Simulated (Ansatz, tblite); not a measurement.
Removing an electron: AlMe2(acac) (C7H13AlO2). The state is a singlet with charge 0. Geometry: PBE-D4/def2-SVP. Ansatz, gas phase; energy differences of separate SCF runs; the oxidised species was run as a doublet alone.

```xyz
23

Al   -1.0918   -1.0031    0.2224
C    -2.4885   -0.5658    1.5363
H    -2.3012    0.4013    2.0497
H    -2.5719   -1.3440    2.3254
H    -3.4896   -0.4924    1.0586
C    -1.0629   -2.6820   -0.8015
H    -0.2372   -2.7134   -1.5439
H    -2.0107   -2.8427   -1.3593
H    -0.9356   -3.5629   -0.1355
O     0.6000   -0.7390    1.0103
C     1.4622    0.1756    0.7299
C     2.7320    0.1402    1.5369
C     1.2706    1.1632   -0.2623
C     0.1070    1.2533   -1.0588
C    -0.0265    2.3356   -2.0960
O    -0.8946    0.4495   -0.9623
H     3.4394    0.9433    1.2630
H     2.4803    0.2197    2.6144
H     3.2215   -0.8461    1.4022
H     2.0689    1.8986   -0.4241
H     0.8676    2.9809   -2.1630
H    -0.9135    2.9586   -1.8588
H    -0.2255    1.8714   -3.0835
```

The xTB rows come from tblite.

Q: Estimate orbital energies and vertical ionisation energies at: GFN1-xTB; GFN2-xTB; PBE-D4/def2-TZVP; revPBE-D4/def2-TZVP; PBE0-D4/def2-TZVP.

A: 
```tsv
level	−HOMO (eV)	vertical IE (eV)	−LUMO (eV)	HOMO–LUMO gap (eV)
GFN1-xTB	10.35	13.02	8.43	1.91
GFN2-xTB	9.09	12.01	7.98	1.10
PBE-D4/def2-TZVP	5.53	7.99	2.80	2.73
revPBE-D4/def2-TZVP	5.47	8.01	2.71	2.76
PBE0-D4/def2-TZVP	6.71	8.35	1.93	4.78
```

Relaxing the oxidised species (PBE-D4/def2-SVP) changes its energy by -0.25 eV at PBE-D4/def2-TZVP, so the adiabatic ionisation energy to this nearest minimum is 7.74 eV. At PBE0-D4/def2-TZVP it is 8.00 eV.   Raw xTB energy differences between charge states are shifted by several eV; the methods need an empirical correction for them.
